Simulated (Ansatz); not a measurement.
`CC[Si]F` + `N[SiH](F)Br` → `N[Si]F` + `CC[SiH](F)Br`  (redistribution)

Program: Ansatz. Geometries: PBE0-D4/def2-TZVP. ΔE: electronic, gas phase. CCSD(T)/CBS adds triple-zeta CCSD(T) − MP2 to the extrapolated MP2 energy (def2 sets, frozen cores). This one scheme is used for every species. Functionals use def2-TZVPP. B3LYP here is the variant with VWN-RPA as its local correlation; programs differ in this. For Br outer-core shells are correlated without core-valence functions, which leaves a few kJ/mol of doubt a bond. Scalar relativity is left out up to krypton. Each species was taken in one conformer, which may not be the lowest.

```tsv
level	ΔE (kJ/mol)	difference from CCSD(T)/CBS
PBE-D4	-71.5	-2.7
r2SCAN-D4	-72.9	-4.1
PBE0-D4	-70.3	-1.5
B3LYP-D4	-70.0	-1.2
ωB97X-V	-69.8	-1.0
ωB97M-V	-70.0	-1.2
B2PLYP	-70.8	-2.0
PBE	-71.6	-2.8
r2SCAN	-72.7	-3.9
PBE0	-70.2	-1.4
B3LYP	-70.4	-1.6
HF/def2-TZVPP	-66.6	2.2
MP2/def2-TZVPP	-72.0	-3.2
SCS-MP2/def2-TZVPP	-71.1	-2.3
CCSD/def2-TZVPP	-68.7	0.1
CCSD(T)/def2-TZVPP	-69.7	-0.9
HF/def2-QZVPP	-66.3	2.5
MP2/def2-QZVPP	-71.4	-2.6
SCS-MP2/def2-QZVPP	-70.5	-1.7
HF/CBS(def2)	-66.3	2.5
MP2/CBS(def2)	-71.1	-2.3
CCSD/CBS(def2)	-67.7	1.1
CCSD(T)/CBS	-68.8	0
```

Largest T1 diagnostic among the species: 0.014.

In def2-TZVPP, CCSD(T) changes the Hartree–Fock value by −3.1 kJ/mol (the triples alone add −1.0 kJ/mol) and MP2 by −5.4 kJ/mol.
